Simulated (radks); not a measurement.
Valence configurations of Cr (all share [Ar]). Calculated with a radial shooting solver on a logarithmic mesh with Libxc functionals: scalar-relativistic Kohn-Sham, PBEsol, spin-unpolarised, spherical densities, point nucleus. Energies are relative to 3d5 4s1; eigenvalues in eV.

valence          E (eV)    e(3d)   e(4p)   e(4s)
3d4 4s2          -0.094   -6.016       -  -4.928
3d5 4s1           0.000   -2.929       -  -4.016
3d5.5 4s0.5       0.723   -1.944       -  -3.709
3d4.5 4s1 4p0.5   1.345   -5.026  -1.551  -4.926
3d5 4s0.5 4p0.5   1.551   -3.635  -1.369  -4.515
3d6               1.727   -1.317       -       -
3d5.5 4p0.5       2.181   -2.598  -1.244       -
3d5 4p1           3.143   -4.284  -1.726       -
3d4 4s1 4p1       3.536   -7.454  -2.111  -5.829
3d3 4s2 4p1       6.747  -11.848  -2.607  -6.887

NIST lists [Ar] 3d5 4s1 as the ground configuration; this level of theory puts 3d4 4s2 lower, by 0.094 eV. The energies are those of spherical spin-averaged densities, not of single terms.
